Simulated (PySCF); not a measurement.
# What a mistake does to a calculation on BH3NOSi anion

These are calculations, not measurements. The program is PySCF 2.14.0, an open-source quantum chemistry code, run on an isolated molecule that a program drew, which may never have been made. The molecule is BH3NOSi anion (charge -1, singlet), drawn as the SMILES string `N=BO[SiH2-]`.

Each row is a Hartree-Fock (HF) and frozen-core CCSD(T) single point in the aug-cc-pV(D+d)Z basis, meant for a local HF minimum. Run 1 is clean. Each other run has one planted mistake out of seven kinds, and not every kind appears here: one electron removed, one electron added, multiplicity raised by two, geometry at a saddle point, minimal basis STO-3G, one bond length entered in bohr, all coordinates scaled. The reference is restricted for singlets and unrestricted otherwise, and also for a bond in bohr. Adding or removing an electron swaps singlet and doublet. Electrons count all cores. HOMO and LUMO are orbital energies over both spins, the gradient is its largest component, and the lowest frequency (negative if imaginary) is given only where the gradient is small. Bond lengths are over the 6 bonds as drawn. T1 is the CCSD diagnostic: over 0.02 (restricted) or 0.045 (unrestricted) a single reference is doubtful.

Geometry of the clean run:
```xyz
7
BH3NOSi anion, angstrom
N    -0.5998    2.0399    1.4172
B    -0.4306    1.3377    0.3452
O    -0.4097    0.6547   -0.7297
Si    0.4562   -0.8640   -1.2980
H     0.1045    2.5564    1.8931
H     0.4159   -1.6008    0.0484
H     1.8807   -0.3223   -1.0978
```

| run | electrons | basis functions | <S^2> | HOMO (eV) | LUMO (eV) | gradient (hartree/bohr) | lowest frequency (cm^-1) | mean bond (Å) | longest bond (Å) | T1 | HF (hartree) | CCSD(T) (hartree) | mistake |
|---|---|---|---|---|---|---|---|---|---|---|---|---|---|
| 1 | 38 | 128 | 0.000 | -2.91 | 3.79 | 2.2e-05 | 48 | 1.4120 | 1.838 | 0.0164 | -444.77984 | -445.39131 | no fault |
| 2 | 38 | 128 | 0.000 | -3.46 | 3.81 | 7.7e-02 | - | 1.5235 | 1.983 | 0.0193 | -444.74222 | -445.37292 | all coordinates scaled |
| 3 | 38 | 128 | 0.824 | -3.09 | 3.81 | 4.7e-02 | - | 1.5595 | 1.880 | 0.0593 | -444.64506 | -445.24416 | one bond length entered in bohr |
| 4 | 37 | 128 | 0.755 | -9.96 | -0.93 | 7.6e-02 | - | 1.4120 | 1.838 | 0.0184 | -444.71449 | -445.29308 | one electron removed |
| 5 | 38 | 128 | 0.000 | -0.61 | 3.65 | 5.0e-05 | -1243 | 1.3662 | 1.742 | 0.0167 | -444.70101 | -445.31926 | ? |
| 6 | 38 | 27 | 0.000 | 1.28 | 16.19 | 4.1e-02 | - | 1.4120 | 1.838 | 0.0199 | -439.18433 | -439.40690 | ? |

**Which mistake was planted in run 5, and what did it cost?**

The gradient is small, so the point is stationary, but the lowest frequency is imaginary (-1243 cm^-1). So the mistake is: geometry at a saddle point. Subtracting run 1 and multiplying by 627.51 kcal/mol a hartree, the energy moved by 49.5 kcal/mol in HF and 45.2 kcal/mol in CCSD(T).

**Which mistake was planted in run 6, and what did it cost?**

It has 27 basis functions where the clean run has 128, with the same electrons and geometry. So the mistake is: minimal basis STO-3G. Subtracting run 1 and multiplying by 627.51 kcal/mol a hartree, the energy moved by 3511.2 kcal/mol in HF and 3755.3 kcal/mol in CCSD(T).

Cautions from the logs. Run 3: T1 is over the limit, so its CCSD(T) energy is less reliable; run 6: the HOMO is above zero, so the electron isn't bound and the energy depends on the basis.
